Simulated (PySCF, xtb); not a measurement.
Sn(OH)(NH2)3 (H7N3OSn), SMILES [NH2][Sn]([NH2])([NH2])[OH]. One conformer was computed; it need not be the lowest.

Harmonic wavenumbers (cm⁻¹) from GFN2-xTB (xtb 6.7.1) at its own minimum, in rising order: 86, 111, 126, 134, 138, 146, 147, 159, 218, 390, 485, 524, 527, 728, 731, 748, 757, 792, 804, 814, 1475, 1485, 1493, 3384, 3387, 3390, 3411, 3415, 3419, 3661.

Question: What does PBE0-D3(BJ)/def2-SVP in PySCF give at its own minimum? (The exact figures need the calculation; the answer reports its results.)

Answer: 71, 127, 130, 159, 164, 169, 182, 200, 259, 528, 543, 554, 620, 632, 636, 648, 793, 842, 861, 874, 1530, 1538, 1545, 3549, 3550, 3554, 3647, 3649, 3660, 3892. Paired by order, the mean absolute difference is 88 cm⁻¹ and the zero-point energies are 53.0 and 55.9 kcal/mol.
